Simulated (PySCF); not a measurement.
C9H9NS.
SMILES with atom numbers: `[CH3:1][CH2:2][c:3]1[cH:4][c:5]2[cH:6][cH:7][s:8][c:9]2[cH:10][n:11]1`

Geometry (PBE0-D3(BJ)/def2-SVP, Å), atoms numbered from 1 in this order:
```
atom  x, y, z in Å
C1    -2.878   -0.266   -1.059
C2    -2.071    0.160    0.161
C3    -0.605    0.315   -0.140
C4     0.361   -0.454    0.499
C5     1.711   -0.262    0.166
C6     2.900   -0.900    0.656
C7     4.026   -0.413    0.062
S8     3.716    0.824   -1.108
C9     2.008    0.712   -0.813
C10    0.968    1.436   -1.407
N11   -0.293    1.237   -1.075
H12   -2.568   -1.262   -1.412
H13   -2.720    0.447   -1.881
H14   -3.954   -0.305   -0.832
H15   -2.446    1.133    0.523
H16   -2.203   -0.558    0.985
H17    0.072   -1.194    1.249
H18    2.907   -1.681    1.416
H19    5.054   -0.721    0.249
H20    1.174    2.196   -2.169
```

Definitions: NICS(0) = −σiso at the ring centroid; NICS(1) = −σiso and NICS(1)zz = −σzz at ±1 Å along the ring normal z. Level: GIAO PBE0/pcSseg-1 (PySCF, non-relativistic, gas phase) on the PBE0-D3(BJ)/def2-SVP geometry, one conformer.

Rings: 1. C3–C4–C5–C9–C10–N11; 2. C5–C6–C7–S8–C9.

```json
{"set": "P", "NICS(0)": "-11.3", "NICS(1), two faces": "-10.7 / -10.7", "NICS(1)zz, two faces": "-23.6 / -23.7"}
{"set": "Q", "NICS(0)": "-8.5", "NICS(1), two faces": "-11.5 / -11.4", "NICS(1)zz, two faces": "-27.7 / -27.9"}
```

Which set (ppm) belongs to which ring?

P = 2, Q = 1.
- 1 (6-membered ring with N; formal bonds all aromatic): mean NICS(1)zz -27.8 ppm, shielded. The ring is flat and has no four-coordinate atom; by the NICS criterion it is aromatic, though in fused rings the probe also feels the neighbouring ring.
- 2 (5-membered ring with S; formal bonds all aromatic): mean NICS(1)zz -23.6 ppm, shielded. The ring is flat and has no four-coordinate atom; by the NICS criterion it is aromatic, though in fused rings the probe also feels the neighbouring ring.

How do the rings differ in shape?

```json
{"ring": "1", "bond lengths (Å)": "1.390, 1.404, 1.413, 1.399, 1.318, 1.349", "rms pucker (Å)": "0.00", "HOMA": "0.95", "nearest outside atom to a NICS(1) probe (Å)": "hydrogen 2.65"}
{"ring": "2", "bond lengths (Å)": "1.435, 1.362, 1.730, 1.737, 1.413", "rms pucker (Å)": "0.00", "HOMA": "0.70", "nearest outside atom to a NICS(1) probe (Å)": "hydrogen 2.54"}
```

HOMA = 1 − mean of α(R − Ropt)² over the ring bonds, with Krygowski's 1993 parameters (CC: Ropt 1.388 Å, α 257.7 Å⁻²; CN: Ropt 1.334 Å, α 93.52 Å⁻²; CS: Ropt 1.677 Å, α 94.09 Å⁻²).

Hardware: 2 threads, Intel Xeon 6975P-C (x86_64), no GPU, shared host with 192 logical CPUs at a one-minute load of 64. Cost: 24 s wall, 58 s CPU, 1.9 GiB resident at most. This is the whole shielding run at PBE0/pcSseg-1, SCF included.
